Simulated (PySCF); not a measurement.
## Molecular orbitals of LiBi⁻

LC-ωPBE at R = 2.842 Å; PySCF, scalar-relativistic core potentials, basis sets Li aug-cc-pVDZ, Bi aug-cc-pVDZ-PP with ECP60. State: ⁴Σ⁻ (quartet), unpaired electrons σ ↑, π ↑↑. Only the outer orbitals are listed, counted within each symmetry, core potentials removing the inner ones.

```csv
spin,orbital,occ.,ε (eV),on Li (%),main shells (%)
α,5σ,1,-14.93,4,96 Bi s
α,3π,1,-4.03,1,99 Bi p
α,3π,1,-4.03,1,99 Bi p
α,6σ,1,-3.82,22,"78 Bi p, 17 Li s"
α,7σ,1,-0.97,89,"51 Li s, 38 Li p"
α,4π,0,2.15,104,104 Li p
α,4π,0,2.15,104,104 Li p
α,8σ,0,2.17,87,"101 Li p, 20 Bi s"
β,5σ,1,-12.79,6,94 Bi s
β,6σ,1,-3.08,31,"70 Bi p, 21 Li s, 9 Li p"
β,3π,0,2.19,102,102 Li p
β,3π,0,2.19,102,102 Li p
β,7σ,0,2.20,102,"96 Li p, 11 Bi s"
```

**Question.** Which are the highest filled and the lowest empty level, where do they sit, and how wide is the gap?

**Answer.** Highest filled α 7σ at -0.97 eV (in %: 51 Li s, 38 Li p); lowest empty α 4π at 2.15 eV (in %: 104 Li p); the gap at LC-ωPBE is 3.12 eV. An empty level above zero is unbound, and its energy depends on the basis.

```json
{
  "bond order (Mayer)": "0.97",
  "⟨S²⟩": "3.758",
  "charge on Li (Mulliken, basis-dependent)": "-0.54",
  "charge on Li (Löwdin, basis-dependent)": "-0.55",
  "dipole moment (positive dipole points towards Bi; it is taken about the centre of mass and depends on that origin)": "10.32 D"
}
```

Shares are Mulliken populations and can fall outside 0 to 100 %.

Spin–orbit coupling is left out, which matters for elements this heavy, above all for dissociation energies. The state was picked by a PBE0 search and need not be the measured ground state.
